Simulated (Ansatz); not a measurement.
CH8S2Si2, SMILES `[SiH3][SiH2]SCS`. The species carries charge 0 and has multiplicity 1.

Cartesian coordinates in Å:
```
Si 0.9440 1.3405 -1.3184
Si 0.0709 1.1700 0.8535
S -1.6549 -0.0895 1.0499
C -0.8777 -1.7203 0.9220
S 0.1539 -2.0084 -0.5304
H -0.0758 0.9239 -2.3162
H 1.2979 2.7645 -1.5898
H 2.1708 0.5194 -1.4796
H -0.4403 2.4924 1.3041
H 1.1161 0.7013 1.8076
H -0.2207 -1.8902 1.7764
H -1.6867 -2.4488 0.9646
H -0.7975 -1.7548 -1.4437
```

Question: List the harmonic frequencies (cm⁻¹, unscaled) at PBE0-D4/def2-TZVP in Ansatz. (Best estimate.)

Answer: Computed: 41, 84, 133, 145, 168, 261, 330, 383, 409, 512, 526, 565, 658, 710, 755, 764, 794, 873, 912, 931, 945, 969, 1179, 1242, 1441, 2192, 2197, 2221, 2225, 2239, 2707, 3086, 3148.

Question: Is this a minimum?

Answer: Yes, all 33 modes are real.

Question: Give the ideal-gas thermochemistry at 298.15 K and 1 bar (rigid rotor, harmonic oscillator; point group C1, symmetry number 1).

Answer: Zero-point energy 213.8 kJ/mol; H(298) − E = 240.6 kJ/mol; entropy 400.0 J/(mol·K), of which translation 170.5, rotation 121.6, vibration 107.9; G(298) − E = 121.3 kJ/mol. Modes under 100 cm⁻¹ are hindered rotations or soft bends, so the harmonic entropy is rough.

Question: And at 400, 500, 600, 800 and 1000 K?

Answer: 
```json
{"T (K)": "400", "H − E (kJ/mol)": "256.6", "S (J/mol/K)": "445.9", "G − E (kJ/mol)": "78.2"}
{"T (K)": "500", "H − E (kJ/mol)": "274.7", "S (J/mol/K)": "486.1", "G − E (kJ/mol)": "31.6"}
{"T (K)": "600", "H − E (kJ/mol)": "294.5", "S (J/mol/K)": "522.4", "G − E (kJ/mol)": "-18.9"}
{"T (K)": "800", "H − E (kJ/mol)": "338.5", "S (J/mol/K)": "585.5", "G − E (kJ/mol)": "-129.8"}
{"T (K)": "1000", "H − E (kJ/mol)": "386.7", "S (J/mol/K)": "639.1", "G − E (kJ/mol)": "-252.4"}
```
